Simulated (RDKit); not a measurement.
A run for RDKit: MMFF94 on C3H4 (SMILES C#CC).

```python
from rdkit import Chem
from rdkit.Chem import AllChem, rdDetermineBonds

blocks = [
'''7

C     1.69719703   -0.13370410    0.01372965
C     0.50184211   -0.03938958   -0.01849099
C    -0.94726359    0.07471946   -0.05720918
H     2.75541266   -0.21746019    0.04241628
H    -1.40110874   -0.43373306    0.79580897
H    -1.34927863   -0.37184145   -0.96885922
H    -1.25680085    1.12140890   -0.02958680
''',
]
mol = None
for b in blocks:
    f = Chem.MolFromXYZBlock(b)
    rdDetermineBonds.DetermineBonds(f, charge=0)
    mol = f if mol is None else Chem.CombineMols(mol, f)
Chem.SanitizeMol(mol)
print(Chem.MolToSmiles(Chem.RemoveHs(mol)))
ff = AllChem.MMFFGetMoleculeForceField(mol, AllChem.MMFFGetMoleculeProperties(mol), nonBondedThresh=100.0, ignoreInterfragInteractions=False)
e = ff.CalcEnergy()
print(f'MMFF94 energy {e:.6f} kcal/mol')
```

Output:

```
C#CC
MMFF94 energy 2.463725 kcal/mol
```

The run finished.

Cost: roughly 0.04 core-seconds.
